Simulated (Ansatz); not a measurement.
Born–Oppenheimer molecular dynamics of AlClFH4N (8 atoms, charge 0, multiplicity 1). It starts at the highest image of a converged band, a first-order saddle point between two minima.

These are results of RKS BLYP/6-31G* in Ansatz, not measurements.

- ensemble: NVE (velocity Verlet)
- time step: 0.5 fs
- steps asked: 200
- starting velocities drawn for: 100 K
- seed: 6809

First frame:

```xyz
8
Properties=species:S:1:pos:R:3
Al -0.052 0.492 -0.178
F -0.224 -0.070 1.739
H 1.426 0.102 -0.583
N -1.546 -0.111 -0.990
H -2.194 -0.756 -0.532
H -2.071 0.472 -1.645
Cl -0.118 2.542 0.771
H -0.251 0.902 1.988
```

(1) How far do the bonds stretch over the last three quarters of this one trajectory? (Pairs bonded in most of those frames.)

Answers

(1) 
```csv
bond,mean (Å),spread (Å),shortest,longest
Al1–F2,2.011,0.041,1.96,2.07
Al1–H3,1.583,0.010,1.57,1.60
Al1–N4,1.803,0.009,1.79,1.82
Al1–Cl7,2.252,0.016,2.23,2.28
F2–H8,0.997,0.007,0.98,1.01
N4–H5,1.023,0.009,1.01,1.04
N4–H6,1.023,0.016,1.00,1.05
```

Mean temperature of the second half: 67 K. The conserved energy stayed within 0.053 meV per atom of its start (net change 0.029 meV per atom), so the integration is sound. A run of 0.1 ps of so small a system gives no equilibrium averages. The orbitals stay closed-shell, which can raise the energy where a bond breaks towards radicals; this wasn't checked here.

The run took 4.5 min on 2 threads of Arm Neoverse V1, with other jobs on the host, peak memory 0.11 GiB.
